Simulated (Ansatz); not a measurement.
Abridged output of a molecular run in Ansatz:

```
Functional definition: HF
2026 factors; integrals over basis functions are off by at most 9.9e-4 eV
mean field evaluation 1: about -18131.2928 eV, gradient 4.4e1 eV
mean field evaluation 2: about -18131.6896 eV, gradient 4.4e1 eV
mean field evaluation 4: about -18136.5202 eV, gradient 6.4e0 eV
mean field evaluation 8: about -18136.6551 eV, gradient 6.0e-1 eV
mean field evaluation 16: about -18136.6576 eV, gradient 2.6e-6 eV
mean field -18136.65755172 eV, -666.5098715576 hartree, gradient 2.6e-6 eV, S^2 0.000000; 0 other end points of the search recorded, 0 dependent functions left out
11 core orbitals not correlated: weight in the atoms' cores, before any rotation towards them, 1.000 or more for the frozen orbitals, at most 0.000 for the correlated occupied ones
reference -18136.65755172 eV, -666.5098715576 hartree; 20, 20 occupied and 309, 309 virtual orbitals, 2026 factors
second order -33.56689464 eV of doubles, -0.00000000 eV of singles
cycle   1  -33.90614107 eV  change   -3.4e-1 eV  update   1.3e-1
cycle   2  -34.74847970 eV  change   -8.4e-1 eV  update   4.0e-2
cycle   3  -34.94886391 eV  change   -2.0e-1 eV  update   2.0e-2
cycle   4  -34.93711072 eV  change    1.2e-2 eV  update   5.0e-3
cycle   5  -34.93574779 eV  change    1.4e-3 eV  update   2.3e-3
cycle   6  -34.93661175 eV  change   -8.6e-4 eV  update   7.3e-4
cycle   7  -34.93633603 eV  change    2.8e-4 eV  update   3.0e-4
cycle   8  -34.93622774 eV  change    1.1e-4 eV  update   9.9e-5
cycle   9  -34.93626633 eV  change   -3.9e-5 eV  update   3.7e-5
perturbative correction -1.59294383 eV, -0.0585396060 hartree
Total energy: -18173.18676188 eV, -667.8522952706 hartree
```

Its atoms:

```xyz
15

O    -0.919    1.822    1.291
C    -0.588    1.025    0.448
C     0.669    1.214   -0.370
C     1.589   -0.001   -0.329
S     0.791   -1.500   -0.928
C    -0.596   -1.493    0.220
C    -1.412   -0.206    0.153
H     1.181    2.103    0.006
H     0.372    1.396   -1.409
H     1.958   -0.170    0.688
H     2.459    0.157   -0.968
H    -0.225   -1.660    1.236
H    -1.216   -2.352   -0.045
H    -2.239   -0.232    0.865
H    -1.824   -0.103   -0.857
```

Problem. Which basis set was used?
A. def2-SVPD
B. def2-SVP
C. def2-TZVPP
D. def2-TZVPPD

Solution. C. It gives 340 functions.

Problem. Write the keys of the input that set method, charge and spin (a neutral closed shell needs none for the last two).

Solution. 
```yaml
correlation: {method: ccsd_t}
```
